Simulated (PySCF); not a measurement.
A geometry optimisation on `[CH3][Ge]([CH3])([CH3])[CH3]`.

Method: PBE0-D3(BJ)/def2-SVP geometry optimisation, gas phase (PySCF 2.14.0). Start geometry: GFN2-xTB. The input is one job of a driver script: a line of settings, then coordinates in Å.

Input:
```
{"job": {"xc": "PBE0", "basis": "def2-SVP", "d3": "d3bj", "grid": 1, "maxiter": 30, "shake": 0.01, "kind": "geom"}, "charge": 0, "multiplicity": 1}
C     -0.452140    -1.024890    -1.649870
Ge    -0.007090    -0.005420    -0.003600
C     -0.041760     1.947900    -0.386990
C     -1.288380    -0.409650     1.422270
C      1.810780    -0.544380     0.593210
H     -1.466150    -0.716160    -2.006190
H     -0.456890    -2.072180    -1.473520
H      0.252060    -0.781780    -2.453690
H      0.238190     2.522320     0.529650
H     -1.008870     2.268760    -0.695290
H      0.682060     2.196960    -1.150050
H     -2.317510    -0.124910     1.126360
H     -1.356200    -1.463940     1.641910
H     -1.098830     0.129560     2.344810
H      1.846220    -1.612310     0.818650
H      2.554440    -0.306890    -0.152120
H      2.093560     0.008850     1.504630
```

**Question.** Estimate the output.

**Answer.** 
```
step   0  E = -2235.84626761  max force = 0.037621
step   1  E = -2235.85042848  max force = 0.009019
step   2  E = -2235.85100553  max force = 0.002537
step   3  E = -2235.85119048  max force = 0.001350
step   4  E = -2235.85124797  max force = 0.001349
step   5  E = -2235.85129280  max force = 0.000726
step   6  E = -2235.85131714  max force = 0.000496
step   7  E = -2235.85134460  max force = 0.000898
step   8  E = -2235.85137398  max force = 0.001188
step   9  E = -2235.85139921  max force = 0.001031
step  10  E = -2235.85141139  max force = 0.000423
optimisation converged
```

Energies in Eh; «max force» is the largest Cartesian gradient component in Eh/bohr.

**Question.** Give the first gradient maximum in eV/Å.

**Answer.** With 1 Eh/bohr = 51.422 eV/Å, 1.935 eV/Å.

Main results: final energy -2235.85141 Eh after 10 steps; dipole 0.00 D.

The run took 44 s wall, 4.1 min CPU on an AMD EPYC 9R14 with 4 threads, shared host with 192 logical CPUs at a one-minute load of 37, and the process peaked at 0.69 GiB of memory.
Labels such as C1 count atoms from 1, the log's own numbers from 0.
